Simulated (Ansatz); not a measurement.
## Nudged elastic band run: ClH3SSi2

The input (input.yaml):

```yaml
crystal:
  periodic: [false, false, false]
  atoms:
    - { symbol: Si, position_ang: [-0.636044, 1.632369, -0.393126] }
    - { symbol: Si, position_ang: [-0.039203, -0.474008, 0.016388] }
    - { symbol: S, position_ang: [1.571623, -1.038154, 1.281454] }
    - { symbol: Cl, position_ang: [-0.203757, -1.89937, -1.466542] }
    - { symbol: H, position_ang: [-2.039071, 1.538972, -0.886612] }
    - { symbol: H, position_ang: [-0.680247, 2.263378, 0.957496] }
    - { symbol: H, position_ang: [2.02669, -2.023186, 0.490942] }
basis:
  gaussian: { orbitals: def2-SVP }
hamiltonian:
  xc: { name: BHLYP }
neb:
  order_check: false
  images: 5
  f_tol: 0.05
  max_iterations: 60
  initial_path: idpp
  max_displacement: 0.5
  optimiser: fire
  final_atoms:
    - { symbol: Si, position_ang: [-0.4982093, 1.49027249, -0.40280338] }
    - { symbol: Si, position_ang: [-0.05449649, -0.69955604, -0.28701334] }
    - { symbol: S, position_ang: [1.6501227, -1.59119548, 0.60061188] }
    - { symbol: Cl, position_ang: [-0.56113859, -1.97818429, -1.81468141] }
    - { symbol: H, position_ang: [-1.96439207, 1.52337398, -0.6760099] }
    - { symbol: H, position_ang: [-0.32739959, 1.91000326, 1.02172591] }
    - { symbol: H, position_ang: [1.75550434, -0.65471293, 1.55817024] }
```

Command:

```bash
$ ansatz run input.yaml --threads 1 --pin off --max-ram 2048MiB --backend cpu --events-out ev --progress --plain --runs-dir out
```

Output, in part (warnings, iteration lines, the closing report on the highest movable image, with atoms numbered from 0):

```
NEB end point (image 0): max|allowed force component| = 9.712e-3 eV/Å (the criterion of neb.relax_end_points is 1.000e-2)
NEB end point (image 6): max|allowed force component| = 7.546e-3 eV/Å (the criterion of neb.relax_end_points is 1.000e-2)
NEB iter   1: max|band force component| = 1.338e0 eV/Å  barrier→ = 0.3476 eV  barrier← = 0.3765 eV  Δτ_max = 0.0227 Å  (174 SCF iters)
NEB iter   2: max|band force component| = 8.245e-1 eV/Å  barrier→ = 0.2958 eV  barrier← = 0.3247 eV  Δτ_max = 0.0359 Å  (127 SCF iters)
NEB iter   3: max|band force component| = 7.072e-1 eV/Å  barrier→ = 0.2653 eV  barrier← = 0.2943 eV  Δτ_max = 0.0114 Å  (127 SCF iters)
NEB iter   4: max|band force component| = 4.029e-1 eV/Å  barrier→ = 0.2536 eV  barrier← = 0.2825 eV  CI = image 3  Δτ_max = 0.0178 Å  (125 SCF iters)
NEB iter   5: max|band force component| = 2.879e-1 eV/Å  barrier→ = 0.2413 eV  barrier← = 0.2702 eV  CI = image 3  Δτ_max = 0.0164 Å  (124 SCF iters)
NEB iter   6: max|band force component| = 3.629e-1 eV/Å  barrier→ = 0.2301 eV  barrier← = 0.2591 eV  CI = image 3  Δτ_max = 0.0171 Å  (124 SCF iters)
NEB iter   7: max|band force component| = 2.925e-1 eV/Å  barrier→ = 0.2169 eV  barrier← = 0.2458 eV  CI = image 3  Δτ_max = 0.0227 Å  (124 SCF iters)
NEB iter   8: max|band force component| = 2.370e-1 eV/Å  barrier→ = 0.2061 eV  barrier← = 0.2351 eV  CI = image 3  Δτ_max = 0.0257 Å  (128 SCF iters)
NEB iter   9: max|band force component| = 2.873e-1 eV/Å  barrier→ = 0.1988 eV  barrier← = 0.2278 eV  CI = image 3  Δτ_max = 0.0287 Å  (126 SCF iters)
NEB iter  10: max|band force component| = 2.651e-1 eV/Å  barrier→ = 0.1882 eV  barrier← = 0.2172 eV  CI = image 3  Δτ_max = 0.0312 Å  (125 SCF iters)
NEB iter  11: max|band force component| = 1.895e-1 eV/Å  barrier→ = 0.1782 eV  barrier← = 0.2072 eV  CI = image 3  Δτ_max = 0.0356 Å  (126 SCF iters)
NEB iter  12: max|band force component| = 2.239e-1 eV/Å  barrier→ = 0.1703 eV  barrier← = 0.1992 eV  CI = image 3  Δτ_max = 0.0372 Å  (126 SCF iters)
NEB iter  13: max|band force component| = 3.425e-1 eV/Å  barrier→ = 0.1663 eV  barrier← = 0.1952 eV  CI = image 3  Δτ_max = 0.0117 Å  (127 SCF iters)
NEB iter  14: max|band force component| = 1.415e-1 eV/Å  barrier→ = 0.1629 eV  barrier← = 0.1918 eV  CI = image 3  Δτ_max = 0.0012 Å  (125 SCF iters)
NEB iter  15: max|band force component| = 1.258e-1 eV/Å  barrier→ = 0.1623 eV  barrier← = 0.1912 eV  CI = image 3  Δτ_max = 0.0023 Å  (98 SCF iters)
NEB iter  16: max|band force component| = 9.945e-2 eV/Å  barrier→ = 0.1616 eV  barrier← = 0.1905 eV  CI = image 3  Δτ_max = 0.0031 Å  (109 SCF iters)
NEB iter  17: max|band force component| = 1.022e-1 eV/Å  barrier→ = 0.1611 eV  barrier← = 0.1900 eV  CI = image 3  Δτ_max = 0.0037 Å  (110 SCF iters)
NEB iter  18: max|band force component| = 1.313e-1 eV/Å  barrier→ = 0.1605 eV  barrier← = 0.1895 eV  CI = image 3  Δτ_max = 0.0041 Å  (114 SCF iters)
NEB iter  19: max|band force component| = 9.638e-2 eV/Å  barrier→ = 0.1597 eV  barrier← = 0.1886 eV  CI = image 3  Δτ_max = 0.0045 Å  (115 SCF iters)
NEB iter  20: max|band force component| = 7.973e-2 eV/Å  barrier→ = 0.1588 eV  barrier← = 0.1877 eV  CI = image 3  Δτ_max = 0.0056 Å  (114 SCF iters)
NEB iter  21: max|band force component| = 9.275e-2 eV/Å  barrier→ = 0.1580 eV  barrier← = 0.1870 eV  CI = image 3  Δτ_max = 0.0071 Å  (118 SCF iters)
NEB iter  22: max|band force component| = 1.034e-1 eV/Å  barrier→ = 0.1572 eV  barrier← = 0.1861 eV  CI = image 3  Δτ_max = 0.0086 Å  (118 SCF iters)
NEB iter  23: max|band force component| = 6.606e-2 eV/Å  barrier→ = 0.1560 eV  barrier← = 0.1849 eV  CI = image 3  Δτ_max = 0.0105 Å  (121 SCF iters)
NEB iter  24: max|band force component| = 9.798e-2 eV/Å  barrier→ = 0.1553 eV  barrier← = 0.1842 eV  CI = image 3  Δτ_max = 0.0126 Å  (123 SCF iters)
NEB iter  25: max|band force component| = 7.234e-2 eV/Å  barrier→ = 0.1544 eV  barrier← = 0.1833 eV  CI = image 3  Δτ_max = 0.0153 Å  (124 SCF iters)
NEB iter  26: max|band force component| = 7.073e-2 eV/Å  barrier→ = 0.1538 eV  barrier← = 0.1827 eV  CI = image 3  Δτ_max = 0.0181 Å  (125 SCF iters)
NEB iter  27: max|band force component| = 4.664e-2 eV/Å  barrier→ = 0.1529 eV  barrier← = 0.1818 eV  CI = image 3  Δτ_max = 0.0838 Å  (124 SCF iters)
NEB iter  28: max|band force component| = 3.877e-1 eV/Å  barrier→ = 0.1513 eV  barrier← = 0.1802 eV  CI = image 3  Δτ_max = 0.0420 Å  (26 SCF iters)
NEB iter  29: max|band force component| = 1.570e-1 eV/Å  barrier→ = 0.1509 eV  barrier← = 0.1798 eV  CI = image 3  Δτ_max = 0.0349 Å  (126 SCF iters)
NEB iter  30: max|band force component| = 3.752e-2 eV/Å  barrier→ = 0.1506 eV  barrier← = 0.1795 eV  CI = image 3  Δτ_max = 0.0000 Å  (253 SCF iters)
Total energy: -39149.79187713 eV, -1438.7283148025 hartree
Atom 0 at    -0.387270     1.357005    -0.466788 Å, force    -0.005199    -0.006919     0.005931 eV/Å
Atom 1 at    -0.312350    -0.748178     0.110931 Å, force     0.002137     0.008271    -0.012776 eV/Å
Atom 2 at     1.247184    -1.521836     1.359193 Å, force    -0.004381     0.008894    -0.006757 eV/Å
Atom 3 at    -0.959997    -2.193247    -1.212030 Å, force     0.002812     0.000788     0.009149 eV/Å
Atom 4 at    -1.596908     1.702334    -1.247429 Å, force     0.006028    -0.000348     0.003635 eV/Å
Atom 5 at    -0.219407     2.244737     0.707248 Å, force     0.000618    -0.007361    -0.001720 eV/Å
Atom 6 at     2.228739    -0.840814     0.748875 Å, force    -0.002014    -0.003326     0.002538 eV/Å
Dipole moment:     0.172184     0.187289     0.021881 e Å
```

The forces met the threshold. The band force fell under the threshold earlier too, but the program's further tests of the path sent the band on. Another band between the same ends (5 images) ends at a top of the same energy, where a vibrational analysis finds 1 clearly imaginary mode.

Final band (atoms are numbered from 1 in the order of the input):

```
image  path coordinate (Å)  energy (eV)  dihedral Cl4–Si2–S3–H7 (°)
    0                 0.00        0.000                          10
    1                 0.62        0.030                          37
    2                 1.24        0.096                          68
    3                 1.86        0.151                         106
    4                 2.33        0.098                         137
    5                 2.80        0.003                         165
    6                 3.27       -0.029                        -178
```

Time of the run: 8.7 min on 1 thread of Arm Neoverse V1, with other jobs on the host, peak memory 0.18 GiB.
